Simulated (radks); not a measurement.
Results of a calculation; reference values are marked as such.
Neutral boron, 5 electrons, occupied as [He] 2s2 2p1 (the NIST ground configuration). Level of theory: Dirac Kohn-Sham, PBE, spin-unpolarised, spherical densities, point nucleus; open shells are shared between the two j in proportion to 2j + 1; speed of light set to 116.481 atomic units (0.85 times the physical value, a model run) (a radial shooting solver on a logarithmic mesh with Libxc functionals).

Unscreened Slater integrals over Kohn-Sham orbitals (cm^-1). Large and small components are both included.

\begin{tabular}{lr}
integral & value \\ \hline
F0(2p3/2,2p3/2) & 88645 \\
F2(2p3/2,2p3/2) & 39482 \\
F0(2p3/2,2p1/2) & 88674 \\
G2(2p3/2,2p1/2) & 39489 \\
F0(2p3/2,2s1/2) & 94880 \\
G1(2p3/2,2s1/2) & 58166 \\
F0(2p3/2,1s1/2) & 129490 \\
G1(2p3/2,1s1/2) & 10032 \\
F0(2p1/2,2p1/2) & 88702 \\
F0(2p1/2,2s1/2) & 94912 \\
G1(2p1/2,2s1/2) & 58185 \\
F0(2p1/2,1s1/2) & 129590 \\
G1(2p1/2,1s1/2) & 10048 \\
F0(2s1/2,2s1/2) & 102380 \\
F0(2s1/2,1s1/2) & 145170 \\
G0(2s1/2,1s1/2) & 9681.4 \\
F0(1s1/2,1s1/2) & 629780 \\
\end{tabular}
